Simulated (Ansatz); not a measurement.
Reaction (ligand exchange at a Ga–O bond): `[OH][Ga]([OH])[F]` + H₂S → `[OH][Ga]([F])[SH]` + H₂O

Calculated with Ansatz (gas phase, PBE0-D4/def2-TZVP geometries, no zero-point term in ΔE). CCSD(T)/CBS is the MP2 limit (def2-TZVPP, def2-QZVPP) plus CCSD(T) − MP2 in def2-TZVPP, frozen cores. This one scheme is used for every species. Functionals use def2-TZVPP. B3LYP here is the variant with VWN-RPA as its local correlation; programs differ in this. For Ga outer-core shells are correlated without core-valence functions, which leaves a few kJ/mol of doubt a bond. Scalar relativity is left out up to krypton. One conformer a species, not always the lowest.

`[OH][Ga]([OH])[F]`:

Z-matrix (Å, degrees):
```
Ga
O 1 1.762
F 1 1.743 2 117.8
O 1 1.769 2 123.2 3 180.0
H 2 0.960 1 112.9 3 -180.0
H 4 0.960 1 113.2 2 -179.9
```

H₂S:

```xyz
3

S     0.446   -0.368    0.223
H    -0.602    0.262    0.775
H     0.157    0.106   -0.998
```

`[OH][Ga]([F])[SH]`:

Cartesian coordinates in Å:
```
O -0.290 0.631 -1.331
Ga 0.207 0.230 0.320
F 1.013 1.487 1.232
S -0.134 -1.707 1.236
H -0.063 1.531 -1.581
H -0.732 -2.172 0.124
```

H₂O:

Z-matrix (Å, degrees):
```
O
H 1 0.960
H 1 0.960 2 105.1
```

(1) Is it downhill or uphill in electronic energy at CCSD(T)/CBS, and by how much? (Best estimate.)

(2) What do these levels give: PBE-D4, r2SCAN-D4, PBE0-D4, B2PLYP, B3LYP, CCSD/def2-TZVPP, CCSD(T)/def2-TZVPP, MP2/def2-QZVPP, SCS-MP2/def2-QZVPP, HF/CBS(def2), MP2/CBS(def2), CCSD/CBS(def2)? (Best estimate.)

Largest T1 diagnostic among the species: 0.014.

Answers

(1) Computed: Downhill: ΔE = -40.4 kJ/mol.

(2) Computed: PBE-D4 -43.6, r2SCAN-D4 -39.5, PBE0-D4 -45.3, B2PLYP -33.3, B3LYP -34.9, CCSD/def2-TZVPP -32.0, CCSD(T)/def2-TZVPP -33.1, MP2/def2-QZVPP -38.0, SCS-MP2/def2-QZVPP -33.1, HF/CBS(def2) -29.8, MP2/CBS(def2) -41.6, CCSD/CBS(def2) -39.3 kJ/mol.

The D4 term adds −3.7 kJ/mol with B3LYP and −2.0 kJ/mol with PBE0; it sums over pairs of atoms, weighted by their polarisabilities, and B3LYP, whose exchange is more repulsive, gets the larger term.
